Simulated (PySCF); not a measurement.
C₂H₈FNSi₂, SMILES F[Si@@H](N)[SiH2]C=C.

The structure is a stationary point at B3LYP-D3(BJ)/def2-SVP. The structure was generated by enumeration; whether it is a known compound was not checked. Other conformers were not sampled.

Computed with HF/def2-TZVP run with PySCF.

Gas-phase values at a fixed geometry.

**Question.** Estimate the frontier levels, gap, dipole moment and polarisability. (An estimate is asked for; the answer gives what the named calculation found.)

**Answer.** 
| Property | Value |
|---|---|
| highest occupied level | -9.97 eV |
| lowest empty level | 2.81 eV |
| orbital gap | 12.78 eV |
| dipole moment | 1.15 D |
| quadrupole, principal values (traceless, Buckingham form, about the centre of nuclear charge) | -14.04, 1.65, 12.39 D·Å |
| mean static polarisability | 79.5 bohr³ (11.79 Å³) |
| polarisability, principal values | 65.7, 71.9, 101.0 bohr³ |
